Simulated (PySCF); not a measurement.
OZr, SMILES [Zr]=[O], multiplicity 1.

Coordinates come from a PBE0-D3(BJ)/def2-TZVPD optimisation. The spin state was assumed, not searched. The def2 effective core potentials stand for the cores of Zr; spin–orbit coupling is left out.

All values below come from TDA-B3LYP/def2-TZVPD in PySCF 2.14.0.

Vertical excitations; the highest root listed may be one member of a degenerate set.  State labels are in the subgroup C2v.

| state | symmetry | energy (eV) | λ (nm) | f | main pairs |
|---|---|---|---|---|---|
| S1 | A1 | 0.69 | 1797 | 0.000 | HOMO→LUMO (degenerate set) |
| S2 | A2 | 0.69 | 1797 | 0.000 | HOMO→LUMO+1 (degenerate set) |
| S3 | B2 | 2.35 | 527 | 0.092 | HOMO→LUMO+3 (degenerate set) |
| S4 | B1 | 2.35 | 527 | 0.092 | HOMO→LUMO+2 (degenerate set) |
| S5 | A1 | 3.50 | 355 | 0.318 | HOMO→LUMO+4 98 % |
| S6 | B2 | 4.41 | 281 | 0.651 | HOMO→LUMO+6 (degenerate set) |
| S7 | B1 | 4.41 | 281 | 0.651 | HOMO→LUMO+5 (degenerate set) |
| S8 | B2 | 4.82 | 257 | 0.000 | HOMO−3→LUMO+1, HOMO−2→LUMO (degenerate set) |
| S9 | B1 | 4.82 | 257 | 0.000 | HOMO−2→LUMO+1, HOMO−3→LUMO (degenerate set) |
| S10 | A1 | 4.83 | 257 | 0.000 | HOMO−1→LUMO 99 % |
| T1 | B1 | 1.37 | 905 | 0 | HOMO→LUMO+2 (degenerate set) |
| T2 | B2 | 1.37 | 905 | 0 | HOMO→LUMO+3 (degenerate set) |
| T3 | A1 | 2.40 | 516 | 0 | HOMO→LUMO+4 99 % |
| T4 | B2 | 3.59 | 345 | 0 | HOMO→LUMO+6 97 % |
Triplets are in the Tamm–Dancoff approximation.
